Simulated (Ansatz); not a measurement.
Interaction energy ladder

The pair of K⁺ (SMILES [K+], atom 1) and C$_{2}$H$_{6}$ (SMILES CC, atoms 2–9), both closed shells, in one local arrangement (a lower one may exist), relaxed at PBE0-D4/def2-TZVP:

```
9
angstrom
K -0.2101 0.5871 -3.2148
C -0.7139 0.0643 0.3009
C 0.7696 -0.2087 0.4861
H -0.9063 1.0787 -0.0696
H -1.1895 -0.6628 -0.3688
H -1.2493 -0.0114 1.2482
H 0.9395 -1.2094 0.8857
H 1.2180 0.5038 1.1798
H 1.3419 -0.1415 -0.4476
```

Program: Ansatz 0.2.0. Basis: def2-TZVPPD, with def2-QZVPPD for the basis limit. Cores are frozen in the correlated methods. The outer core shell of Li, Na, Mg and K is correlated. The def2 sets are not built for correlating such inner shells, so the correlated values are less sure here. B3LYP uses VWN-RPA correlation. Extrapolation: Hartree–Fock as exp(−7.88 √X), correlation as X^−2.97. Interaction energies count from these two fragments, frozen as in the pair, with the counterpoise correction; negative means bound.

Question: What is the interaction energy by CCSD(T) at an estimated basis limit (MP2 extrapolated from triple and quadruple zeta, plus CCSD(T) − MP2 in triple zeta)? (Judge from chemistry; the value comes from the calculation.)

Answer: By the calculation: -18.1 kJ/mol. Hartree–Fock alone gives -14.0 kJ/mol at the basis limit. It counts from the two fragments frozen as in the pair.

The same quantity by other methods in triple zeta, and each one's difference from that estimate:
| method | E_int (kJ/mol) | difference |
| --- | --- | --- |
| PBE-D4 | -28.0 | -9.9 |
| revPBE-D4 | -35.8 | -17.7 |
| BLYP-D4 | -35.4 | -17.3 |
| r2SCAN-D4 | -20.2 | -2.0 |
| B97M-V | -18.0 | 0.1 |
| PBE0-D4 | -26.3 | -8.2 |
| B3LYP-D4 | -32.2 | -14.1 |
| HSE06-D4 | -26.0 | -7.9 |
| wB97X-V | -18.5 | -0.4 |
| wB97M-V | -18.5 | -0.4 |
| B2PLYP | -16.3 | 1.8 |
| HF | -13.9 | 4.2 |
| MP2 | -17.3 | 0.8 |
| CCSD | -16.7 | 1.4 |
| CCSD(T) | -17.1 | 1.0 |
Differences are method less estimate.

Energy to bend the free fragments (PBE0-D4 minima) into their shapes in the pair, CCSD(T)/def2-TZVPPD: C$_{2}$H$_{6}$ 1.0 kJ/mol. This must be added to the interaction energy to get the binding energy from relaxed fragments.

Basis-set superposition shift (counterpoise-corrected less uncorrected): CCSD(T) 2.6; MP2 2.4; HF 0.2; PBE0-D4 0.5; wB97M-V 0.5 kJ/mol.

T1 diagnostic: at most 0.008.

For scale, one of the runs: CCSD(T)/def2-TZVPPD, 212 basis functions, launched by `ansatz run in.yaml --threads 2 --pin off --events-out ev --progress --plain --max-ram 5222MiB`. Time: 25 s of wall clock on 2 CPU threads of an Intel Xeon 6975P-C; the host was shared. Peak host memory: 3.3 GiB.
